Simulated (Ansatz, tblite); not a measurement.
Forces on ZrCl4 at its r2SCAN-D4/def2-SVP geometry. Total charge 0; singlet.

In the def2 sets Zr takes a core potential; there is no spin–orbit coupling. The xTB rows come from tblite.

GFN1-xTB (tblite), largest force 0.73 eV/Å:

```xyz
5
positions Å, forces eV/Å
Zr    0.000    0.000    0.000    0.000    0.000    0.000
Cl    2.252    0.586    0.088   -0.702   -0.183   -0.028
Cl   -1.307    1.871    0.461    0.408   -0.584   -0.144
Cl   -0.434   -1.658    1.577    0.135    0.517   -0.492
Cl   -0.511   -0.799   -2.127    0.159    0.249    0.663
```

GFN2-xTB (tblite), largest force 0.83 eV/Å:

```
Zr 0.000 0.000 0.000
Cl -0.807 -0.210 -0.032
Cl 0.469 -0.671 -0.165
Cl 0.155 0.594 -0.565
Cl 0.183 0.286 0.762
```

PBE0-D4/def2-TZVP (Ansatz), largest force 0.24 eV/Å:

```
Zr 0.000 0.000 0.000
Cl -0.229 -0.059 -0.009
Cl 0.133 -0.190 -0.047
Cl 0.044 0.168 -0.160
Cl 0.052 0.081 0.216
```
